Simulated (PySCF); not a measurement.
J couplings in C$_{3}$H$_{6}$B$_{2}$

Cartesian coordinates in Å; atom numbers follow the order of the lines, from 1:
```xyz
11

B    -1.360   -0.152    0.189
C    -0.027    0.032   -0.611
B     0.338    1.549   -0.476
C     1.027   -0.939   -0.402
C     1.910   -1.749   -0.222
H    -2.324    0.505   -0.123
H    -1.425   -0.929    1.109
H    -0.426    0.022   -1.655
H     1.389    1.893    0.006
H    -0.455    2.376   -0.857
H     2.692   -2.467   -0.061
```

Couplings: B3LYP/pcJ-1 (spin–dipole term only in couplings to heteroatoms) in PySCF 2.14, geometry PBE0-D3(BJ)/def2-SVP; gas phase, one conformer, non-relativistic. Couplings are averaged over pairs made equivalent by symmetry, fast rotation or ring inversion, so a value needn't be that of the named pair in this geometry, while other rotamers aren't included; one pair stands for each set, and the list holds those of at least 1.5 Hz over up to four bonds.

Isotopes: ¹³C, ¹H, ¹¹B.

```csv
pair,bonds,J (Hz)
"B1, C2",1,?
"B1, H6",1,?
"C2, C4",1,84.2
"C2, H8",1,?
"C4, C5",1,201.3
"C5, H11",1,272.9
"B1, C4",2,?
"B1, H8",2,-11.4
"C2, C5",2,13.7
"C2, H6",2,5.4
"C4, H8",2,?
"C4, H11",2,52.6
"H6, H7",2,6.4
"B1, C5",3,?
"C2, H11",3,3.9
"C4, H6",3,8.4
"C5, H8",3,4.2
"B1, H11",4,-2.3
"H8, H11",4,-2.8
```

Estimate the withheld couplings, with signs.

Answers


- ¹J(B1,C2) = 37.7 Hz (bond length 1.566 Å)
- ¹J(B1,H6) = 145.9 Hz (mean over equivalent pairs that range from 141.8 to 149.9 Hz in this conformer)
- ¹J(C2,H8) = 115.2 Hz (bond length 1.117 Å, sp3 carbon)
- ²J(B1,C4) = -3.8 Hz (angle at C2 118°)
- ²J(C4,H8) = -1.6 Hz (angle at C2 113°)
- ³J(B1,C5) = 2.2 Hz
